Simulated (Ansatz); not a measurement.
`[CH3][Sn]([SH])([Cl])[Cl]` → Cl₂ + `[CH3][Sn][SH]` at 400 K and 1 bar (stannylene formation by 1,1-elimination).

Gas-phase electronic energies from Ansatz, PBE0-D4/def2-TZVP geometries. CCSD(T)/CBS adds triple-zeta CCSD(T) − MP2 to the extrapolated MP2 energy (def2 sets, frozen cores). This one scheme is used for every species. def2 core potentials past Kr. For Sn outer-core shells are correlated without core-valence functions, which leaves a few kJ/mol of doubt a bond. One conformer a species, not always the lowest.

```csv
species,CCSD(T)/CBS energy (Eh),H − E (kJ/mol),S (J/(mol·K))
`[CH3][Sn]([SH])([Cl])[Cl]`,-1571.95481,165.8,460.0
Cl₂,-919.51390,16.1,232.9
`[CH3][Sn][SH]`,-652.29098,142.3,352.5
```

H − E and S are ideal-gas, rigid-rotor, harmonic terms from PBE0-D4/def2-TZVP, for one conformer and one mirror image of each species. 1 Eh = 2625.50 kJ/mol, R = 8.31446 J/(mol·K).

Task: By hand: ΔE, ΔH, ΔS and ΔG.

Result: ΔE = (-919.51390) + (-652.29098) − (-1571.95481) = 0.14993 Eh = 393.6 kJ/mol. Δ(H − E) = 16.1 + 142.3 − 165.8 = -7.4, so ΔH = 386.2 kJ/mol. ΔS = 232.9 + 352.5 − 460.0 = 125.4 J/(mol·K). ΔG = 386.2 − 400 × (125.4)/1000 = 336.0 kJ/mol.

Task: By hand: the equilibrium constant, and the temperature at which ΔG would vanish if ΔH and ΔS stayed fixed.

Result: log₁₀ K = −ΔG/(RT ln 10) = -43.9. ΔG = 0 at ΔH/ΔS = 3080 K, far beyond where these terms or the molecules hold.

The number of gas molecules changes by +1, which sets the sign of ΔS. A doubt of 5 kJ/mol in ΔE shifts log₁₀ K by 0.7 here. Other conformers and mirror images would add mixing entropy, several J/(mol·K) or more a flexible species. Modes under 60 cm⁻¹, often nearly free rotors, make the harmonic entropy too high. These are equilibria of isolated gas molecules and say nothing of rates. Largest T1 diagnostic: 0.015 (customary marks: 0.02 for closed shells, 0.045 for open ones).
